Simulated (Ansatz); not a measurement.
Compare A (`CO[SiH2][SiH2]N`) with its isomer B (`CO[SiH](N)[SiH3]`).

Program: Ansatz. Geometries: PBE0-D4/def2-TZVP. ΔE: electronic, gas phase. CCSD(T)/CBS adds triple-zeta CCSD(T) − MP2 to the extrapolated MP2 energy (def2 sets, frozen cores). Functionals use def2-TZVPP. B3LYP here is the variant with VWN-RPA as its local correlation; programs differ in this. One conformer a species, not always the lowest.

Which isomer does CCSD(T)/CBS put lower? Give the gap. (An estimate is asked.)

Ansatz gave: B, by 7.0 kcal/mol.

Give E(B) − E(A) in kcal/mol with ωB97M-V, PBE0-D4, r2SCAN-D4, CCSD(T)/def2-TZVPP, PBE-D4, CCSD/def2-TZVPP, B3LYP-D4. (An estimate is asked.)

Computed: ωB97M-V -7.1, PBE0-D4 -6.9, r2SCAN-D4 -7.2, CCSD(T)/def2-TZVPP -6.9, PBE-D4 -7.0, CCSD/def2-TZVPP -6.7, B3LYP-D4 -6.7. None reverses the order clearly.

Largest T1 diagnostic: 0.012.

In def2-TZVPP, CCSD(T) changes the Hartree–Fock value by −1.2 kcal/mol (the triples alone add −0.2 kcal/mol) and MP2 by −1.1 kcal/mol.
